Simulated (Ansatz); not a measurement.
CH5BFNO, relaxed with RKS PBE0-D4/def2-TZVP in Ansatz 0.2.0 from a PBE-D4/def2-SVP geometry. The force threshold is 0.005 eV/Å; the program also tests the step.

Total charge 0; spin multiplicity 1. The bonds changed during the relaxation, so this is another structure than the one it started from.

Start:

```xyz
10

B     0.665    1.012    0.131
C     0.365   -0.469   -0.259
N    -0.869    0.370    0.106
O     0.577   -1.541    0.550
F     0.225   -0.858   -1.574
H     0.830    1.813   -0.767
H     1.040    1.249    1.262
H    -1.518    0.587   -0.659
H    -1.330    0.115    0.986
H     0.017   -2.278    0.223
```

(1) How much energy does the relaxation release, and in how many steps? (Estimate.)

(2) Which bonds change most? (Estimate.)

(3) Give the relaxed structure. (Estimate.)

Answers

(1) Ansatz gave: 0.04 eV, in 6 steps.

(2) The calculation gave: C2–N3 from 1.536 to 1.508 Å; B1–H7 from 1.215 to 1.194 Å; B1–H6 from 1.215 to 1.194 Å; N3–H8 from 1.026 to 1.010 Å.

(3) Ansatz gave: 
```xyz
10

B     0.664    1.010    0.130
C     0.356   -0.455   -0.259
N    -0.861    0.359    0.105
O     0.569   -1.527    0.538
F     0.223   -0.843   -1.562
H     0.815    1.800   -0.753
H     1.035    1.232    1.243
H    -1.492    0.577   -0.653
H    -1.314    0.101    0.969
H     0.005   -2.254    0.242
```
